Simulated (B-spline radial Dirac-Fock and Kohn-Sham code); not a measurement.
**Auger parameter of titanium: the L3 level and its strongest L3-MM line**

Calculated with an atomic code on a B-spline grid, using Dirac-Fock ΔSCF + Breit + QED. The modified Auger parameter α′ is the binding energy plus the kinetic energy of the Auger electron; it does not depend on the energy zero. For free ions it tends to fall with charge, since less charge screens the final holes.

| species | configuration | binding 2p3/2 (eV) | Auger line | kinetic (eV) | α′ (eV) |
| --- | --- | --- | --- | --- | --- |
| Ti | [Ar] 3d2 4s2 | 466.7 | M2M3 J=2 | 359.5 | 826.2 |
| Ti | [Ar] 3d2 4s1 4p1 | 468.0 | M2M3 J=2 | 358.4 | 826.4 |
| Ti | [Ar] 3d3 4s1 | 460.4 | M2M3 J=2 | 363.4 | 823.7 |
| Ti | [Ar] 3d1 4s2 4p1 | 475.9 | M2M3 J=2 | 355.0 | 830.9 |
| Ti⁺ | [Ar] 3d2 4s1 | 475.0 | M2M3 J=2 | 350.0 | 825.1 |
| Ti⁺ | [Ar] 3d1 4s2 | 483.6 | M2M3 J=2 | 346.2 | 829.9 |
| Ti²⁺ | [Ar] 3d2 | 484.7 | M2M3 J=2 | 339.7 | 824.5 |
| Ti³⁺ | [Ar] 3d1 | 505.0 | M2M3 J=2 | 324.6 | 829.7 |
| Ti³⁺ (Watson 1.6 Å) | [Ar] 3d1 | 478.1 | M2M3 J=2 | 351.6 | 829.7 |
| Ti³⁺ (Watson 2.2 Å) | [Ar] 3d1 | 485.4 | M2M3 J=2 | 344.3 | 829.7 |
| Ti⁴⁺ | [Ne] 3s2 3p6 | 528.5 | M2M3 J=2 | 309.0 | 837.5 |
